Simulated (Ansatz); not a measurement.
Relaxation of H$_{8}$NW (10 atoms, charge 0, multiplicity 2), to a largest force component of 0.03 eV/Å in at most 50 steps.

Computed with UKS LDA/def2-SVP in Ansatz 0.2.0.

```xyz
10
Properties=species:S:1:pos:R:3
W 0.000 0.000 -0.608
H 0.000 0.000 2.307
H 1.468 -0.003 0.234
H -0.003 1.469 0.233
H -1.468 0.003 0.234
H 0.003 -1.469 0.233
H 0.000 0.000 -2.339
N 0.000 0.000 3.339
H -0.477 -0.744 3.834
H 0.477 0.744 3.834
```

Q: Where does it end, and by what steps?

A: The run converged. After 5 steps the energy has fallen by 0.056 eV; H9 moved furthest, 0.31 Å.

```csv
step,energy less start (eV),largest force component (eV/Å),accepted
0,0.0000,0.853,yes
1,-0.0425,0.260,yes
2,-0.0441,0.377,yes
3,-0.0558,0.047,yes
4,-0.0559,0.042,yes
5,-0.0560,0.005,yes
```

```xyz
10
Properties=species:S:1:pos:R:3
W 0.000 0.000 -0.405
H 0.000 0.000 2.019
H 1.468 -0.005 0.434
H -0.003 1.472 0.431
H -1.468 0.005 0.434
H 0.003 -1.472 0.431
H 0.000 0.000 -2.137
N 0.000 0.000 3.036
H -0.475 -0.748 3.528
H 0.475 0.748 3.528
```

Whether the end is a true minimum wasn't checked by a vibrational analysis.

Time of the run: 12 s on 2 threads of Intel(R) Xeon(R) Platinum 8488C (Sapphire Rapids), with other jobs on the host, peak memory 0.21 GiB.
